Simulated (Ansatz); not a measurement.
Computed with Ansatz on PBE0-D4/def2-TZVP structures; ΔE is electronic, products minus reactants. CCSD(T)/CBS is the MP2 limit (def2-TZVPP, def2-QZVPP) plus CCSD(T) − MP2 in def2-TZVPP, frozen cores. This one scheme is used for every species. DFT in def2-TZVPP. One conformer a species, not always the lowest.

Reaction (ligand exchange at the Al–C bond): `[CH3][Al]([F])[CH2][SiH3]` + `N[SiH3]` → `[CH3][Al]([F])[NH][SiH3]` + `C[SiH3]`

`[CH3][Al]([F])[CH2][SiH3]`:

```xyz
13

C    -0.800    0.157    2.230
Al   -0.480    0.973    0.501
F    -0.242    2.611    0.439
C    -0.413    0.024   -1.191
Si    1.240   -0.753   -1.570
H    -1.872    0.136    2.455
H    -0.447   -0.877    2.261
H    -0.316    0.712    3.038
H    -0.671    0.710   -2.005
H    -1.161   -0.778   -1.174
H     1.622   -1.697   -0.482
H     2.299    0.291   -1.649
H     1.241   -1.510   -2.852
```

`N[SiH3]`:

Z-matrix (Å, degrees):
```
Si
N 1 1.720
H 1 1.486 2 107.9
H 1 1.494 2 116.0 3 -120.3
H 1 1.486 2 107.9 3 119.4
H 2 1.007 1 119.6 3 -168.6
H 2 1.007 1 119.6 3 49.2
```

`[CH3][Al]([F])[NH][SiH3]`:

Cartesian coordinates in Å:
```
C 1.573 -1.333 -0.418
Al 0.226 -0.229 -1.257
F 0.105 -0.179 -2.907
N -0.951 0.786 -0.394
Si -1.187 1.037 1.295
H 1.437 -2.383 -0.691
H 2.574 -1.046 -0.755
H 1.547 -1.259 0.671
H -1.591 1.300 -0.987
H -2.544 0.619 1.746
H -1.015 2.465 1.683
H -0.174 0.222 2.015
```

`C[SiH3]`:

Cartesian coordinates in Å:
```
C -0.148 -0.499 0.839
Si 0.133 0.446 -0.751
H -0.951 -1.229 0.719
H -0.424 0.180 1.649
H 0.756 -1.034 1.137
H 0.506 -0.480 -1.854
H 1.229 1.439 -0.586
H -1.100 1.177 -1.154
```

```
  level  ΔE (kcal/mol)
ωB97X-V          -22.4
 B2PLYP          -23.3
```

Task: What does CCSD(T)/CBS give? (An estimate is asked.)

Result: Computed: -22.8 kcal/mol. The listed levels differ from it by 0.4, -0.5 kcal/mol.

Largest T1 diagnostic among the species: 0.011.

In def2-TZVPP, CCSD(T) changes the Hartree–Fock value by +1.4 kcal/mol (the triples alone add +0.2 kcal/mol) and MP2 by +1.3 kcal/mol.
